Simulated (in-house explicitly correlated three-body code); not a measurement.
Computed with an exponentially correlated three-body code. Model: two electrons around a point charge, non-relativistic, variational in 260 exponentially correlated functions (energies converged to about 1e-7 hartree, or 1e-8 relative for large Z).

For two electrons in a singlet the Kohn-Sham orbital is the square root of half the density, so the exact Kohn-Sham potential and energy parts follow from the density alone, and exchange is minus half the Hartree energy. The Kohn-Sham level equals minus the binding energy of the second electron.

Command:
```bash
python run_hyl.py task.json out
```
Settings (lengths in bohr, energies in hartree):
```
Z                      1.125
interaction_strength   1
functions              260
states_tried           13
```

Run time, properties included: 65 s on 1 thread of Arm Neoverse N1, on a shared host.

**Those bound S and P states to n = 4 that converged, binding against the one-electron ion.**

Given: nuclear charge 1.125.

Computed: one-electron threshold -0.6328125 hartree.

```tsv
term	energy (hartree)	binding (eV)	quantum defect
1 1S	-0.714777802	2.2304	0.69127
2 3S	-0.637751623	0.1344	0.74232
2 3P	-0.634782813	0.053615	0.0087427
3 3P	?	?	?
3 1P	-0.633682619	0.023677	0.0035596
4 3S	-0.633546445	0.019972	0.7374
```

Problem. What belongs in the row 3 3P?

Solution. energy (hartree): -0.633686262; binding (eV): 0.023776; quantum defect: 0.0098132.

**Converged states only, values per electron or pair.**

```csv
term,mean r (bohr),mean r squared (bohr²),mean inverse r (1/bohr),mean r12 (bohr),mean inverse r12 (1/bohr),mean cosine,mean p1 dot p2 (bohr⁻²),delta r1 (bohr⁻³),delta r12 (bohr⁻³)
1 1S,2.12,6.7552,0.81207,3.3859,0.39759,-0.10199,0.048877,0.24955,0.0060785
2 3S,10.242,228.79,0.59673,19.22,0.06715,-0.0077516,0.00029092,0.227,-
2 3P,?,?,?,?,?,?,?,?,-
3 3P,50.286,5678.3,0.56953,99.251,0.014067,-0.00057265,-1.7125e-05,0.2266,-
3 1P,50.535,5731.8,0.56947,99.748,0.013935,-0.00052643,1.3617e-05,0.22661,3.4258e-08
4 3S,64.567,9240.8,0.56806,127.81,0.011045,-0.00045867,1.7018e-05,0.22663,-
```

Problem. What belongs in the row 2 3P?

Solution. mean r (bohr): 20.42; mean r squared (bohr²): 939.91; mean inverse r (1/bohr): 0.57838; mean r12 (bohr): 39.535; mean inverse r12 (1/bohr): 0.031786; mean cosine: -0.0019291; mean p1 dot p2 (bohr⁻²): -4.9394e-05; delta r1 (bohr⁻³): 0.22659.

**Exact Kohn-Sham parts of the ground state from its density.**

Computed: total energy -0.714777802 hartree; Kohn-Sham kinetic 0.68494 hartree; Hartree energy 0.93606 hartree; exchange energy -0.46803 hartree; DFT correlation energy -0.040597 hartree; kinetic part of the DFT correlation energy 0.029842 hartree; exact minus restricted Hartree-Fock -0.039715 hartree; Kohn-Sham level -2.2304 eV; restricted Hartree-Fock level -2.7173 eV; C6 of two such species 294.93 hartree·bohr⁶.

Problem. What is the potential part of the DFT correlation energy?

Solution. -0.070439 hartree.

Problem. What is the dipole polarisability?

Solution. 53.482 bohr³.

**Density and exact potentials over r, pair density (one pair, times 4 pi r12^2) and exact minus Kohn-Sham pair density over r12.**

```csv
radius (bohr),radial density (electrons/bohr),exchange potential (hartree),intracule density (1/bohr),Coulomb hole against Kohn-Sham (1/bohr),correlation potential (hartree)
0.204,0.16586,-0.79466,0.0037453,-0.007286,-0.061
0.243,0.21609,-0.78836,0.0054374,-0.01005,-0.057
0.289,0.27656,-0.7801,0.0078771,-0.0137,-0.052
0.344,?,?,?,?,?
0.41,0.42925,-0.75515,0.016634,-0.02469,-0.037
0.488,0.51568,-0.73738,0.024057,-0.03226,-0.027
0.581,0.60219,-0.71522,0.034624,-0.04111,-0.015
0.692,0.68064,-0.68813,0.049426,-0.05071,-0.002
0.824,0.74099,-0.65589,0.069569,-0.0598,0.011
0.982,0.77373,-0.61829,0.096183,-0.06646,0.024
1.17,0.7712,-0.57592,0.12939,-0.06794,0.035
1.39,?,?,?,?,?
1.66,0.65696,-0.48056,0.20807,-0.04573,0.046
1.97,0.56049,-0.43125,0.24257,-0.02233,0.043
2.35,0.44879,-0.38073,0.2642,0.00498,0.036
2.8,0.33804,-0.33231,0.26302,0.02748,0.026
3.33,0.23866,-0.28739,0.23565,0.03815,0.016
3.97,0.1549,-0.24577,0.18566,0.03513,0.008
4.73,0.091626,-0.20879,0.12625,0.02295,0.004
5.63,0.048553,-0.17661,0.072784,0.009867,0.001
6.7,0.022479,-0.14892,0.034867,0.001585,0
7.98,0.0088,-0.12522,0.013572,-0.001261,0
9.51,0.0028181,-0.10513,0.0042193,-0.001173,0
```

Problem. What belongs in the row 0.344?

Solution. radial density (electrons/bohr): 0.34798; exchange potential (hartree): -0.76925; intracule density (1/bohr): 0.011436; Coulomb hole against Kohn-Sham (1/bohr): -0.01851; correlation potential (hartree): -0.045.

Problem. What belongs in the row 1.39?

Solution. radial density (electrons/bohr): 0.73191; exchange potential (hartree): -0.53034; intracule density (1/bohr): 0.16731; Coulomb hole against Kohn-Sham (1/bohr): -0.0617; correlation potential (hartree): 0.043.

The correlation energy of density-functional theory lies 0.88 millihartree below exact minus Hartree-Fock, because the Hartree-Fock density, unlike the exact one, minimises the Hartree-Fock energy.
